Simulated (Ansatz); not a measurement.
Consider the cleavage of the Si–P bond: `P[SiH2]Cl` + `C[NH][GeH2][Cl]` → `C[N]([SiH2]Cl)[GeH2][Cl]` + PH₃.

Program: Ansatz. Geometries: PBE0-D4/def2-TZVP. ΔE: electronic, gas phase. CBS: MP2 limit from def2 TZ/QZ plus the TZ coupled-cluster correction, frozen cores. This one scheme is used for every species. Functionals use def2-TZVPP. B3LYP here is the variant with VWN-RPA as its local correlation; programs differ in this. For Ge outer-core shells are correlated without core-valence functions, which leaves a few kJ/mol of doubt a bond. Scalar relativity is left out up to krypton. One conformer a species, not always the lowest.

```
             level  ΔE (kJ/mol)  difference from CCSD(T)/CBS
            PBE-D4        -34.4                         16.3
         r2SCAN-D4        -42.7                          8.0
           PBE0-D4        -38.9                         11.8
          B3LYP-D4        -49.9                          0.8
           ωB97X-V        -48.1                          2.6
           ωB97M-V        -51.1                         -0.4
            B2PLYP        -48.1                          2.6
               PBE        -28.2                         22.5
            r2SCAN        -40.5                         10.2
              PBE0        -33.1                         17.6
             B3LYP        -40.3                         10.4
     HF/def2-TZVPP        -52.5                         -1.8
    MP2/def2-TZVPP        -57.9                         -7.2
SCS-MP2/def2-TZVPP        -58.3                         -7.6
   CCSD/def2-TZVPP        -54.7                         -4.0
CCSD(T)/def2-TZVPP        -54.9                         -4.2
     HF/def2-QZVPP        -53.2                         -2.5
    MP2/def2-QZVPP        -55.8                         -5.1
SCS-MP2/def2-QZVPP        -56.0                         -5.3
      HF/CBS(def2)        -53.3                         -2.6
     MP2/CBS(def2)        -53.8                         -3.1
    CCSD/CBS(def2)        -50.6                          0.1
       CCSD(T)/CBS        -50.7                            0
```

Largest T1 diagnostic among the species: 0.013.

From PBE to PBE0 (25 % exact exchange), in def2-TZVPP and without D4, ΔE moves by −4.9 kJ/mol. The D4 term adds −9.6 kJ/mol with B3LYP and −5.8 kJ/mol with PBE0; it sums over pairs of atoms, weighted by their polarisabilities, and B3LYP, whose exchange is more repulsive, gets the larger term.
